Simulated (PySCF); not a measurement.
Compound: C₄H₈O₂Si.
Cartesian coordinates in Å at the GFN2-xTB level; atoms count from 1:
```
atom  x, y, z in Å
C1     1.4920    0.1969   -1.5084
O2     0.1645   -0.2247   -1.2625
C3    -0.3073    0.1037    0.0099
C4    -0.7322    1.4539    0.2578
O5    -1.0740    1.8779    1.3469
C6     0.2121   -0.7155    1.2057
Si7   -1.5437   -1.1963    0.7935
H8     1.7455   -0.1571   -2.5057
H9     1.5752    1.2879   -1.4739
H10    2.1890   -0.2317   -0.7808
H11   -0.7950    2.0869   -0.6492
H12    1.0272   -1.3842    0.9634
H13    0.4089   -0.1144    2.0837
H14   -1.7358   -2.3565   -0.0551
H15   -2.6307   -0.6188    1.5529
```

Theory: TDDFT wB97X-D/def2-SVPD, vertical, gas phase, core orbitals frozen in the response in PySCF 2.14.0, density-fitted response routines.

Computed states:

```json
{"state": "S1", "E (eV)": "4.28", "f": "0.010"}
{"state": "S2", "E (eV)": "5.39", "f": "0.224"}
{"state": "S3", "E (eV)": "6.20", "f": "0.018"}
{"state": "S4", "E (eV)": "6.38", "f": "0.063"}
{"state": "S5", "E (eV)": "6.80", "f": "0.0070"}
{"state": "S6", "E (eV)": "6.91", "f": "0.012"}
{"state": "S7", "E (eV)": "7.11", "f": "0.019"}
{"state": "S8", "E (eV)": "7.14", "f": "0.0034"}
```

Each state is given a Gaussian of 0.3 eV full width at half maximum, with ε(max) = 2.175×10⁸ f / Δν̃ (Δν̃ the width in cm⁻¹). The width is an assumption, not a result. The curve ends short of the highest state used, and states not computed would add to its high-energy end.

Q: Give the broadened spectrum and its maxima.

A: 
E (eV), ε (L mol⁻¹ cm⁻¹) and a bar:
```
     3.83          2 
     3.92         18 
     4.01        103 
     4.11        395 #
     4.20        780 #
     4.30        924 #
     4.39        636 #
     4.48        266 
     4.58         56 
     4.67          8 
     4.76          1 
     4.86          3 
     4.95         50 
     5.04        453 #
     5.14       2889 ####
     5.23       9050 ##############
     5.32      17209 ##########################
     5.42      19575 ##############################
     5.51      12979 ####################
     5.60       5225 ########
     5.70       1059 ##
     5.79        157 
     5.88         82 
     5.98        405 #
     6.07       1283 ##
     6.16       2926 ####
     6.26       5264 ########
     6.35       6415 ##########
     6.45       5049 ########
     6.54       2606 ####
```

Maxima: 290 nm (4.28 eV), ε about 940, made up of S1 (100%); 230 nm (5.39 eV), ε about 20000, made up of S2 (100%); 195 nm (6.35 eV), ε about 6400, made up of S3 (13%) and S4 (87%) (ε in L mol⁻¹ cm⁻¹; maxima over ε = 5, shares over 10%).

Q: On this curve, what absorbance would a 10⁻³ mol/L sample give at 308 nm over a 1 cm path?

A: 308 nm is 4.025 eV, where ε is about 130 L mol⁻¹ cm⁻¹, so A = ε c l ≈ 0.13 (Beer–Lambert, with the gas-phase spectrum and the assumed width).

Q: What would ε be at 5.39 eV, the highest of these maxima, with half the width (0.15 eV)?

A: About 40200 L mol⁻¹ cm⁻¹ against 20100, a factor of about 2.00; a lone state at its own centre would give exactly 2.

Q: Coming from long wavelengths, where does ε first pass 100 L mol⁻¹ cm⁻¹?

A: At about 309 nm (4.01 eV), 0.27 eV below S1.

On Intel Xeon at 2.50 GHz, one thread, no GPU, shared host with 64 logical CPUs at a one-minute load of 63, this took 2.2 min (with the writing of density and orbital grids) and 0.88 GiB of memory at its peak.

One conformer stands for the species.
